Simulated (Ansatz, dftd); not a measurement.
System: InI$_{2}$, charge 0, doublet. InI2 (SMILES [In]([I])[I], doublet).
B3LYP-D3(BJ)/def2-TZVP minimum from Ansatz (a first-principles code):
```xyz
3

In     0.7797     0.3819     0.2539
I     -0.7476     1.6431    -1.6656
I      0.0268    -1.9962     1.4308
```
Charge 0, spin multiplicity 2.

Property: atomisation energy (electronic, to ground-state atoms), in kJ/mol. Radicals and triplets start from unrestricted determinants; spin-orbit coupling is neglected. Correlated methods leave the cores frozen (noble-gas shells, and filled d and f shells in the p block). Past Kr the def2 sets carry scalar-relativistic core potentials. CBS(X,Y): correlation extrapolated as X^-3, Hartree-Fock from the larger set. A bracket is a step between two methods taken in the basis named. For partners of very few electrons the exact lower level stands in for a higher one. Spin-orbit terms, left out, reach several kcal/mol for Br and I, and more for heavier atoms. The spin of I2In ([I][In][I], doublet) was assumed, and the state is the lowest solution found for it.

```csv
level,program,atomisation energy (kJ/mol),difference against the last row
PBE-D4/def2-TZVPD,Ansatz + dftd4,502.4,14.8
r2SCAN-D4/def2-TZVPD,Ansatz + dftd4,497.5,9.9
B3LYP/def2-TZVPD,Ansatz,448.0,-39.6
B2PLYP/def2-TZVPD,Ansatz,456.1,-31.5
CCSD/def2-SVP,Ansatz,405.3,-82.3
CCSD/def2-TZVPP,Ansatz,431.6,-56.0
CCSD(T)/def2-SVP,Ansatz,417.2,-70.4
CCSDT(Q)/def2-SVP,Ansatz,419.5,-68.1
"CCSD(T)/CBS(def2-TZVPP,def2-QZVPP) + [CCSDT(Q) - CCSD(T)]/def2-SVP",Ansatz,487.6,0.0
```
